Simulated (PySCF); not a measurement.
## How exact exchange moves a shielding

Molecule: Trimethylchlorosilane (SMILES C[Si](C)(C)Cl).

Mapped SMILES: `[CH3:1][Si:2]([CH3:3])([CH3:4])[Cl:5]`; H(Xn) means a hydrogen on atom n.

GIAO shieldings (ppm, equivalent atoms averaged) in PySCF 2.14.0 with density-fitted response routines on the PBE0-D3(BJ)/def2-SVP geometry, basis pcSseg-1, gas phase, non-relativistic:

```tsv
functional	exact exchange (%)	σ(Si2)	σ(Cl5)
BLYP	0	282.1	903.3
BP86	0	291.4	907.7
PBE	0	292.4	907.6
B3LYP	20	297.8	922.1
PBE0	25	311.4	931.0
mPW1PW91	25	310.5	932.4
HF	100	361.3	985.6
```

Question: Fit each shielding as a line in the percentage of exact exchange.

Answer: σ(Si2) = 289.0 + 0.73 x (rms 4.3 ppm); σ(Cl5) = 907.8 + 0.80 x (rms 2.9 ppm). The functionals also differ in their semilocal parts, which the line can't hold; Hartree–Fock has no correlation at all.

Question: What does the line predict for BHandHLYP (50 %), and what does the run give?

Answer: σ(Si2): 325.5 predicted, 320.7 computed; σ(Cl5): 947.8 predicted, 946.4 computed ppm.
